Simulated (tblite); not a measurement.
C7H12 (charge -1 and doublet state).
Z-matrix (Å and degrees, GFN2-xTB geometry), rows numbered from 1:
```
C 
C   1  1.4400
C   2  1.4985  1  118.12
C   3  1.5474  2  113.87  1   -68.91
C   2  1.4483  1  119.84  3  -162.45
C   5  1.5368  2  124.95  1  -151.06
C   6  1.5105  5   60.68  2  -115.42
H   1  1.0928  2  116.28  3  -169.77
H   1  1.0935  2  115.92  3   -34.59
H   3  1.1017  2  110.14  1    50.73
H   3  1.0971  2  110.80  1   169.09
H   4  1.0871  3  108.87  2    57.56
H   4  1.0956  3  111.92  2   178.09
H   4  1.0882  3  110.27  2   -60.83
H   5  1.0888  2  112.02  1   -10.15
H   6  1.0820  5  119.10  7   107.04
H   6  1.0851  5  119.47  7  -107.14
H   7  1.0813  5  119.01  6  -106.48
H   7  1.0852  5  119.72  6   106.79
```

Computed with GFN2-xTB (tblite): harmonic, unscaled wavenumbers at the GFN2-xTB geometry, gas phase. Against measured fundamentals such values can be off by several per cent, at times by over 20. One conformer, not necessarily the lowest. Open shells enter through the occupations alone, without spin polarisation, and single modes of such species can be off by tens of per cent.

Harmonic wavenumbers (cm⁻¹): 85.0, 100.4, 148.0, 185.9, 241.7, 293.4, 326.6, 365.5, 441.6, 471.9, 675.7, 683.2, 726.5, 774.1, 802.1, 815.5, 893.5, 946.9, 969.3, 973.6, 1006.1, 1036.9, 1046.3, 1078.0, 1086.6, 1165.5, 1183.9, 1255.2, 1278.9, 1305.9, 1315.1, 1373.2, 1438.4, 1447.8, 1469.2, 1492.7, 1503.9, 1516.2, 1522.2, 2816.5, 2863.4, 2877.2, 2892.3, 2905.7, 2967.2, 2984.7, 3005.4, 3014.9, 3032.5, 3041.5, 3059.3.

A = 3679, B = 1998, C = 1554 MHz; mass 96.094 u (most abundant isotopes); point group C1, symmetry number 1; spin multiplicity 2.

Problem. Zero-point energy?

Solution. ½Σν̃ = 35452 cm⁻¹ = 101.36 kcal/mol.

Problem. What is S at 298.15 K and 1 bar for an ideal gas of classical rigid rotors and harmonic oscillators?

Solution. Translation 39.63, rotation 27.73, vibration 22.10, spin (R ln 2) 1.38: S = 90.8 cal/(mol K).

Problem. And Cp and H(298.15 K) − H(0)?

Solution. Cp = 34.56 cal/(mol K), of which vibrations give 26.61 (their classical limit is 51 R = 101.3); H(298.15 K) − H(0) = 6.10 kcal/mol without the zero-point energy, 3.73 from vibrations.

Problem. How do the functions run with temperature in this model?

Solution. 
| T (K) | S (cal/(mol K)) | Cp (cal/(mol K)) | H − H(0) (kcal/mol) | G − H(0) (kcal/mol) | ln q(vib) |
| --- | --- | --- | --- | --- | --- |
| 150 | 72.6 | 20.6 | 2.06 | -8.84 | 1.80 |
| 250 | 85.2 | 29.7 | 4.56 | -16.74 | 3.81 |
| 400 | 102.4 | 44.7 | 10.15 | -30.82 | 7.01 |
| 600 | 123.7 | 60.6 | 20.76 | -53.47 | 11.46 |
| 900 | 151.5 | 76.2 | 41.48 | -94.88 | 18.04 |

q(vib) and H(0) count from the zero-point level.

Problem. What must be added to the electronic energy to get the Gibbs energy at 298.15 K and 1 bar?

Solution. ZPE + [H(298.15 K) − H(0)] − T·S = 101.36 + 6.10 − 27.08 = 80.38 kcal/mol.

Hindered rotation and anharmonicity are outside this model. Other conformers, if any are populated, would add a mixing term that is left out. The structure is chiral; the term R ln 2 for an equal mix with its mirror image is left out.

Hardware: Arm Neoverse V2, one thread, on a shared host. Cost: 0.49 s of wall time. This covers the Hessian and the dipole derivatives.
